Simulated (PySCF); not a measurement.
Job file and geometry (Å, from GFN2-xTB) of an NMR shielding run on SMILES C=C(C)[C@@H](C[SiH3])B(F)F, C₅H₁₁BF₂Si, GIAO PBE0/pcSseg-1 NMR shielding, non-relativistic, gas phase in PySCF; density fitting, a coarse starting grid and PySCF grid level 2 are the driver's defaults:

```
$ OMP_NUM_THREADS=1 python probes_run.py task.json out

{"job": {"kind": "nmr", "xc": "PBE0", "basis": "pcSseg-1"}, "charge": 0, "multiplicity": 1}
C     -1.770828     1.236102     0.618064
C     -1.368022     0.132685     0.007910
C     -2.328694    -0.823744    -0.631690
C      0.096764    -0.283914    -0.086490
C      1.071002     0.898493    -0.175412
Si     2.838698     0.331200    -0.583903
B      0.357068    -1.193893     1.183722
F     -0.015203    -2.459305     1.249930
F      0.893853    -0.744838     2.300010
H     -2.813619     1.500598     0.662522
H     -1.091112     1.921777     1.091024
H     -2.178686    -1.827799    -0.237414
H     -3.357108    -0.524130    -0.447998
H     -2.163859    -0.859932    -1.708575
H      0.189561    -0.884307    -0.998136
H      0.709195     1.598858    -0.931118
H      1.077468     1.435275     0.773120
H      3.304295    -0.620882     0.426101
H      3.713628     1.503967    -0.618611
H      2.830452    -0.325532    -1.896090
```

**Question.** Write the output of this run.

**Answer.** 
```
coarse grid: 17136 points
cycle   1  E = -710.4883647389  dE =  8.442e-01  |g| = 7.010e-01  |ddm| = 3.931e+00
cycle   2  E = -710.4392367691  dE =  4.913e-02  |g| = 9.231e-01  |ddm| = 1.006e+00
cycle   3  E = -710.5811103622  dE = -1.419e-01  |g| = 7.282e-02  |ddm| = 5.666e-01
cycle   4  E = -710.5819904316  dE = -8.801e-04  |g| = 3.663e-02  |ddm| = 9.343e-02
cycle   5  E = -710.5822947643  dE = -3.043e-04  |g| = 1.154e-02  |ddm| = 4.215e-02
cycle   6  E = -710.5823245412  dE = -2.978e-05  |g| = 2.981e-03  |ddm| = 1.070e-02
cycle   7  E = -710.5823266370  dE = -2.096e-06  |g| = 5.424e-04  |ddm| = 3.215e-03
final grid: 161480 points
cycle   8  E = -710.6449090159  dE = -7.875e-05  |g| = 8.363e-03  |ddm| = 3.377e-02
cycle   9  E = -710.6449027282  dE =  6.288e-06  |g| = 9.620e-03  |ddm| = 1.692e-02
cycle  10  E = -710.6449270701  dE = -2.434e-05  |g| = 1.114e-03  |ddm| = 9.766e-03
cycle  11  E = -710.6449273242  dE = -2.541e-07  |g| = 3.842e-04  |ddm| = 1.218e-03
cycle  12  E = -710.6449273568  dE = -3.259e-08  |g| = 1.180e-04  |ddm| = 3.968e-04
cycle  13  E = -710.6449273601  dE = -3.354e-09  |g| = 2.628e-05  |ddm| = 1.356e-04
cycle  14  E = -710.6449273603  dE = -1.555e-10  |g| = 5.943e-06  |ddm| = 2.808e-05
converged SCF energy = -710.6449273603

GIAO shielding tensors (ppm)
atom      isotropic    diamagn.    paramagn.     s11        s22        s33       span
  0 C       68.456     254.275    -185.819    -40.050     85.230    160.188    200.238
  1 C       30.881     261.545    -230.664    -84.897     24.858    152.682    237.579
  2 C      158.515     246.278     -87.764    137.175    151.245    187.124     49.948
  3 C      151.613     256.341    -104.727    137.489    143.696    173.656     36.167
  4 C      175.924     252.101     -76.177    162.999    173.676    191.097     28.098
  5 Si     418.706     879.862    -461.156    388.376    399.418    468.324     79.948
  6 B       74.334     196.542    -122.208     52.510     80.050     90.440     37.930
  7 F      241.087     469.350    -228.264     69.498    291.964    361.799    292.300
  8 F      256.077     470.324    -214.247     92.155    295.651    380.426    288.271
  9 H       26.266      31.064      -4.798     23.749     25.007     30.043      6.295
 10 H       26.486      33.929      -7.444     23.285     24.437     31.735      8.450
 11 H       29.533      29.679      -0.146     24.787     29.857     33.955      9.168
 12 H       29.787      29.258       0.528     25.526     28.083     35.751     10.226
 13 H       29.764      29.725       0.039     26.068     28.139     35.083      9.015
 14 H       29.947      36.458      -6.511     24.975     31.312     33.553      8.579
 15 H       30.966      33.093      -2.127     26.050     29.736     37.111     11.061
 16 H       30.329      33.724      -3.395     26.417     29.234     35.334      8.917
 17 H       27.950      28.935      -0.985     24.171     27.481     32.200      8.029
 18 H       27.695      28.343      -0.648     24.059     25.184     33.841      9.782
 19 H       27.947      29.239      -1.292     24.418     26.230     33.193      8.774
```

Size and cost of the density-fitted run: 215 basis functions, 98 s wall time on 1 thread of an Arm Neoverse N1, shared host; peak memory 1 GiB.
